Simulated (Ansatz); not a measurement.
Calculated with Ansatz (gas phase, PBE0-D4/def2-TZVP geometries, no zero-point term in ΔE). CBS: MP2 limit from def2 TZ/QZ plus the TZ coupled-cluster correction, frozen cores. DFT in def2-TZVPP. B3LYP here is the variant with VWN-RPA as its local correlation; programs differ in this. def2 core potentials past Kr. For Cd outer-core shells are correlated without core-valence functions, which leaves a few kJ/mol of doubt a bond. One conformer a species, not always the lowest.

Consider the redistribution: `[SiH3][O][Cd][O][SiH3]` + `F[SiH](F)Cl` → `[F][Cd][O][SiH3]` + `F[SiH](Cl)O[SiH3]`.

`[SiH3][O][Cd][O][SiH3]`:

```xyz
11

Si    1.739   -0.871   -2.486
O     0.539    0.156   -2.094
Cd   -0.313    0.684   -0.426
O    -1.235    1.364    1.148
Si   -1.671    0.723    2.578
H     1.436   -2.269   -2.058
H     3.031   -0.489   -1.841
H     1.922   -0.857   -3.961
H    -0.495    0.202    3.336
H    -2.621   -0.417    2.410
H    -2.332    1.775    3.395
```

`F[SiH](F)Cl`:

Cartesian coordinates in Å:
```
F -0.910 -0.222 1.286
Si 0.018 -0.095 0.017
F 1.498 0.102 0.527
Cl -0.534 1.531 -1.042
H -0.071 -1.316 -0.787
```

`[F][Cd][O][SiH3]`:

```xyz
7

F     1.208   -3.474    1.440
Cd    0.657   -1.669    1.068
O     0.116    0.177    0.787
Si   -0.375    1.029   -0.511
H    -1.654    0.500   -1.070
H     0.632    0.994   -1.612
H    -0.584    2.443   -0.102
```

`F[SiH](Cl)O[SiH3]`:

```xyz
9

F     1.753    1.712    0.593
Si    0.207    1.503    0.314
Cl   -0.727    1.410    2.120
O    -0.012    0.140   -0.502
Si   -0.192   -1.498   -0.509
H    -0.291    2.649   -0.454
H    -0.647   -1.887   -1.863
H     1.109   -2.139   -0.203
H    -1.201   -1.890    0.505
```

(1) Is it downhill or uphill in electronic energy at CCSD(T)/CBS, and by how much? (An estimate is asked.)

(2) What do these levels give: BHLYP-D4, revPBE, B3LYP, r2SCAN0, CCSD(T)/def2-SVP, HF/def2-QZVPP? (An estimate is asked.)

Largest T1 diagnostic among the species: 0.016.

## Answers

(1) Ansatz gave: Uphill: ΔE = +2.2 kcal/mol.

(2) The calculation gave: BHLYP-D4 0.8, revPBE 1.7, B3LYP 1.6, r2SCAN0 2.0, CCSD(T)/def2-SVP 3.2, HF/def2-QZVPP 0.2 kcal/mol.

The D4 term adds −0.7 kcal/mol with B3LYP and −0.4 kcal/mol with PBE0; it sums over pairs of atoms, weighted by their polarisabilities, and B3LYP, whose exchange is more repulsive, gets the larger term. In def2-TZVPP, CCSD(T) changes the Hartree–Fock value by +3.3 kcal/mol (the triples alone add +0.5 kcal/mol) and MP2 by +4.4 kcal/mol.
